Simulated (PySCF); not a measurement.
# Si- (silicon, charge -1) across methods

[Ne] 3s2 3p3, high-spin 4S determinant. All numbers are calculated (PySCF 2.14, scalar relativity by spin-free X2C-1e, in dyall-av3z (19s12p3d2f, 84 functions)). The B2PLYP total includes its PT2 part (frozen core); its orbital energies are those of the SCF part.

| method | E (hartree) | mean ε 3s α (eV) | mean ε 3s β (eV) | mean ε 3p α (eV) | Σ⟨r²⟩ (bohr²) | ⟨S²⟩ |
| --- | --- | --- | --- | --- | --- | --- |
| B2PLYP | -289.9173 | -8.168 | -4.849 | -0.227 | 56.70 | 3.750 |
| LC-wPBE | -289.9448 | -9.890 | -6.365 | -1.784 | 52.83 | 3.752 |
| r2SCAN | -290.0166 | -5.592 | -3.107 | 0.945 | 56.65 | 3.750 |
| LDA | -288.8813 | -5.191 | -3.474 | 1.049 | 59.99 | 3.751 |
| HSE06 | -289.9385 | -6.239 | -3.673 | 0.738 | 56.95 | 3.750 |
| TPSSh | -290.0545 | -5.874 | -3.295 | 0.835 | 56.24 | 3.751 |
| UHF | -289.49414 | -10.947 | -5.615 | -1.680 | 54.91 | 3.751 |
| PBE | -289.9006 | -5.103 | -3.222 | 1.107 | 59.50 | 3.750 |

Estimate the same row for PBE0.

E (hartree) = -289.9222; mean ε 3s α (eV) = -6.638; mean ε 3s β (eV) = -4.035; mean ε 3p α (eV) = 0.368; Σ⟨r²⟩ (bohr²) = 56.69; ⟨S²⟩ = 3.750.

The outer electron is barely bound at this level, so radii and moments hang on the diffuse functions.

The highest occupied level is positive at r2SCAN, LDA, HSE06, TPSSh, PBE, PBE0: only the finite basis holds that electron, which in a density functional comes from self-interaction.
